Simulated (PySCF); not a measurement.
C₂H₅BrSi.
Z-matrix (Å and degrees, PBE0-D3(BJ)/def2-SVP geometry), rows numbered from 1:
```
Br
Si  1  2.2137
C   2  1.8450  1  118.92
C   3  1.5536  2   65.14  1  -105.11
H   2  1.4799  1  111.53  3   151.17
H   3  1.0961  2  119.76  4  -107.92
H   3  1.0957  2  118.87  4   107.31
H   4  1.0961  2  119.49  3   107.94
H   4  1.0957  2  119.00  3  -107.45
```

The closed-shell ground state was solved at several levels (PySCF, density fitting, gas phase). The calculation is non-relativistic and has no spin–orbit coupling, an omission that weighs most on bromine.

| level | basis functions | HOMO (eV) | LUMO (eV) | gap (eV) | dipole (D) |
| --- | --- | --- | --- | --- | --- |
| PBE0/pcSseg-2 | 248 | -7.01 | -0.14 | 6.87 | 1.35 |
| PBE0/pcSseg-1 | 124 | -7.05 | 0.00 | 7.05 | 1.39 |

(1) Estimate the row for wB97X-D/def2-SVPD, a basis of 145 functions; the other rows only guide the guess.

(2) Over all these levels, which gives the widest orbital gap and which the narrowest?

(3) How far do the dipole and the HOMO energy spread over the levels?

Results:

(1) HOMO -8.88 eV, LUMO 1.39 eV, gap 10.27 eV, dipole 1.40 D.

(2) wB97X-D/def2-SVPD (range-separated hybrid) has the widest, 10.27 eV, and PBE0/pcSseg-2 (global hybrid, 25 % exact exchange) the narrowest, 6.87 eV. Functional and basis both differ between the two, so the spread mixes both effects.

(3) The dipole runs from 1.35 to 1.40 D (mean 1.38 D) and the HOMO from -8.88 to -7.01 eV.
